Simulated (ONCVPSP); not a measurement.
**Before and after: ONCV potential for Bi (Z = 83)**

- Element: Bi (Z = 83)
- Generator: ONCVPSP 4.0.1
- Type: optimised norm-conserving Vanderbilt (ONCV)
- Functional: LDA (Perdew-Wang 92)
- Relativity: scalar-relativistic
- Frozen core: [Kr] 4d10 4f14
- Valence charge: 23
- Reference configuration: 5s2 5p6 5d10 6s1.75 6p3.25
- Partial waves: 5s+6s: rc 1.15 bohr, ncon 4, nbas 8, qcut 9.7 1/bohr, 2 projectors; 5p+6p: rc 1.65 bohr, ncon 4, nbas 8, qcut 6.8 1/bohr, 2 projectors; 5d: rc 1.80 bohr, ncon 4, nbas 9, qcut 6.9 1/bohr, 2 projectors, debl 0.9 Ha
- Local potential: polynomial inside 0.75 bohr (lpopt 5, dvloc0 3 Ha)
- Core correction: Teter function, fcfact 4.25, rcfact 1.65

In the d channel the program set the typed energies aside and used -1.014, 0.250 Ha.

All-electron outer shells of the reference configuration (LDA (PZ), scalar-relativistic, ld1.x):

```tsv
shell	level (eV)	outermost node (bohr)	outermost maximum (bohr)
4d	-430.35	0.19	0.38
5s	-158.47	0.44	0.77
4f	-153.40	–	0.34
5p	-96.40	0.48	0.86
5d	-27.60	0.51	1.03
6s	-15.03	0.98	1.86
6p	-4.94	1.14	2.44
```

Change: local potential polynomial inside 0.90 bohr (lpopt 5, dvloc0 0 Ha).

Cutoffs: the cutoffs (Ha) at which the residual kinetic energy of the hardest occupied pseudo-wave falls to 1 and 0.1 mHa per electron; they do not see the model core or the augmentation charge, which bear on the density cutoff. Errors are all-electron minus pseudo energies relative to the spin-unpolarised reference configuration.

Task: What does the change do?

Result: The potential gets neither clearly harder nor softer (41 Ha and 48 Ha → 41 Ha and 48 Ha); the bound ghost in s disappears; the lowest positive-energy flag moves from p at 134.8 eV to s at 7.5 eV; the errors of the 4 common tests hardly move. In the separable form a ghost depends on how the local part lies against the semilocal potential of the channel, so the choice of the local part can create or remove one.

```tsv
quantity	base	changed
cutoff, loose	41 Ha	41 Ha
cutoff, tight	48 Ha	48 Ha
bound ghosts	s	none
GHOST(+) flags under 300 eV	p at 134.8 eV, d at 157.4 eV	s at 7.5 eV, p at 220.4 eV, d at 226.6 eV
error for 5s2 5p6 5d10 6s2 6p3, meV [ΔE -2.51 eV]	+0.2	+0.3
error for 5s2 5p6 5d10 6s2 6p2, meV [ΔE 5.64 eV]	-3.5	-3.3
error for 5s2 5p6 5d10 6s2 6p1, meV [ΔE 21.20 eV]	-12	-12
error for 5s2 5p6 5d10 6s1 6p0, meV [ΔE 90.82 eV]	-53	-54
s: phases at 1.17 bohr within 0.05 rad from the reference energy up to (Ha; the scan ends near 5)	to the end of the scan	to the end of the scan
p: phases at 1.68 bohr within 0.05 rad from the reference energy up to (Ha; the scan ends near 5)	4.3	to the end of the scan
d: phases at 1.83 bohr within 0.05 rad from the reference energy up to (Ha; the scan ends near 5)	to the end of the scan	to the end of the scan
rms error of d²Exc/dni dnj with the model core, mHa	1.52	1.53
```

 A true bound ghost makes a file unfit for plane-wave use even where its test errors are small: the radial tests pick states by their node count and pass the ghost by.
